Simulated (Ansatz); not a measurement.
One change: `[F][Ga]([Cl])[SeH]` becomes `[F][Ga]([Cl])[O][SiH3]`.

Ansatz, PBE0-D4/def2-TZVP geometries, multiplicity 1. Each molecule was computed in one conformer, which needn't be the lowest.

Scalar relativity is left out up to krypton. Spin–orbit coupling is left out; it splits and shifts lone-pair levels of the heavy atoms by tenths of an eV.

| property | `[F][Ga]([Cl])[SeH]` |
| --- | --- |
| HOMO–LUMO gap (PBE0/def2-TZVPP) / eV | 6.35 |
| LUMO energy (ωB97M-V/def2-TZVPP) / eV | 0.21 |
| HOMO energy (ωB97M-V/def2-TZVPP) / eV | -10.18 |
| size of the dipole moment (B3LYP/def2-TZVPP) / D | 2.24 |
| HOMO energy (PBE0/def2-TZVPP) / eV | -8.04 |
| size of the dipole moment (PBE/def2-TZVPP) / D | 2.16 |

Task: What does the change do to each property? (Estimate.)

Result: Computed: 
| property | `[F][Ga]([Cl])[O][SiH3]` | shift |
| --- | --- | --- |
| HOMO–LUMO gap (PBE0/def2-TZVPP) / eV | 7.31 | 0.96 |
| LUMO energy (ωB97M-V/def2-TZVPP) / eV | 0.09 | -0.12 |
| HOMO energy (ωB97M-V/def2-TZVPP) / eV | -11.41 | -1.23 |
| size of the dipole moment (B3LYP/def2-TZVPP) / D | 0.90 | -1.34 |
| HOMO energy (PBE0/def2-TZVPP) / eV | -9.12 | -1.08 |
| size of the dipole moment (PBE/def2-TZVPP) / D | 0.85 | -1.31 |

With PBE0 the HOMO falls by 1.08 eV and the LUMO falls by 0.12 eV, so the gap widens by about 0.96 eV. PBE moves the HOMO by -0.82 eV and ωB97M-V by -1.23 eV. The zero-point energy changes by 55.3 kJ/mol with +9 modes. Dipoles are sizes alone; their direction can turn.

Positive LUMOs are unbound, so they and the gaps depend on the basis.

B3LYP here is the variant with VWN-RPA as its local correlation; programs differ in this.
